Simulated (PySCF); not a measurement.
Dipole response of Se²⁺ (selenium, charge +2)

[Ar] 3d10 4s2 4p2, high-spin 3P determinant. Calculation: PySCF 2.14, in x2c-TZVPPall with one added diffuse shell each of s, p, d type (7s6p5d1f, 57 functions); scalar relativity by spin-free X2C-1e. Coupled (time-dependent) response in atomic units; α is the mean over directions.

```tsv
method	mean α (bohr³)	α xx, yy, zz	C₆ (like pair)	S(−4)
UHF	9.583	9.643, 9.553, 9.553	44.31	25.76
PBE	9.265	9.146, 9.324, 9.324	42.37	23.36
PBE0	9.292	9.242, 9.317, 9.317	42.55	23.48
r2SCANh	9.280	9.246, 9.297, 9.297	43.60	22.35
M06-2X	9.138	9.209, 9.103, 9.103	40.69	23.61
```

S(−4) is the Cauchy moment in α(ω) = α(0) + S(−4) ω² + …

Spin-orbit coupling is absent.

α(iu) at M06-2X:

```csv
u (hartree),α(iu) (bohr³)
0,9.138
0.0500,9.079
0.100,8.908
0.200,8.290
0.300,7.441
0.500,5.645
0.750,3.891
1.00,2.752
1.50,1.550
2.00,0.9934
3.00,0.5168
5.00,0.2194
```

A single London oscillator, α(iu) = α/(1 + u²/ω²), gives C₆ = (3/4) ω α². Matching the computed C₆ needs ω = 4 × 40.69 / (3 × 9.138²) = 0.650 hartree.

For an ion, C₆ is the dispersion term alone; charge-induced terms of lower order in 1/R come first.

The components differ because the open shell of this determinant is not spherical; for a pure term their mean is the scalar polarisability.
